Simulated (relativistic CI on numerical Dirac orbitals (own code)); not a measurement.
## Ligand-field terms of d5

Computed with a parametric ligand-field model of a d^n configuration (Racah B and C, spin-orbit zeta, crystal field), exact diagonalisation.

Field parameters in Wybourne normalisation: Oh B⁴₀ = 21Dq, B⁴₄ = √(5/14) B⁴₀; Td as Oh with Dq negative (B⁴₀ = 21Dq, B⁴₄ = √(5/14) B⁴₀). The field is a parameter set, without covalency.

Ground term and bands for B = 1040, C = 4010, ζ = 0 cm⁻¹, Oh, 10Dq = 20950 cm⁻¹?

Ground term 6A1 with 2.00 electrons in the two orbitals of the cubic e set. Spin-allowed: none. Lowest spin-forbidden: 2T2 10189 cm⁻¹ (981 nm), 4T1 12673 cm⁻¹ (789 nm), 4T2 19653 cm⁻¹ (509 nm). A high-spin d5 ion has no spin-allowed d-d band, hence its pale colour.

Ground term and bands for B = 320, C = 1570, ζ = 0 cm⁻¹, Oh, 10Dq = 22700 cm⁻¹?

Ground term 2T2 with 0.02 electrons in the two orbitals of the cubic e set. Spin-allowed: 2A2 20652 cm⁻¹ (484 nm), 2T1 20761 cm⁻¹ (482 nm), 2T2 21732 cm⁻¹ (460 nm), 2E 22519 cm⁻¹ (444 nm). Lowest spin-forbidden: 4T1 15281 cm⁻¹ (654 nm), 4T2 17745 cm⁻¹ (564 nm), 6A1 25478 cm⁻¹ (392 nm).

Ground term and bands for B = 570, C = 2850, ζ = 0 cm⁻¹, Td, 10Dq = -11750 cm⁻¹?

Ground term 6A1 with 2.00 electrons in the two orbitals of the cubic e set. Spin-allowed: none. Lowest spin-forbidden: 4T1 10486 cm⁻¹ (954 nm), 2T2 11197 cm⁻¹ (893 nm), 4T2 14172 cm⁻¹ (706 nm). A high-spin d5 ion has no spin-allowed d-d band, hence its pale colour.

A d5 ion in Oh symmetry has the ground term 2T2 and bands at 6A1 1743 cm⁻¹, 4T1 4315 cm⁻¹ (2318 nm), 4T2 7471 cm⁻¹ (1338 nm), 2A2 11128 cm⁻¹ (899 nm), 2T1 11277 cm⁻¹ (887 nm), 2T2 12346 cm⁻¹ (810 nm), 2E 13401 cm⁻¹ (746 nm). Which parameters reproduce them?

B = 440, C = 1970, ζ = 0 cm⁻¹, Oh, 10Dq = 13350 cm⁻¹.

Ground term and bands for B = 400, C = 1740, ζ = 0 cm⁻¹, Td, 10Dq = -3300 cm⁻¹?

Ground term 6A1 with 2.00 electrons in the two orbitals of the cubic e set. Spin-allowed: none. Lowest spin-forbidden: 4T1 10533 cm⁻¹ (949 nm), 4T2 12046 cm⁻¹ (830 nm), 4A1+E 12700 cm⁻¹ (787 nm). A high-spin d5 ion has no spin-allowed d-d band, hence its pale colour.
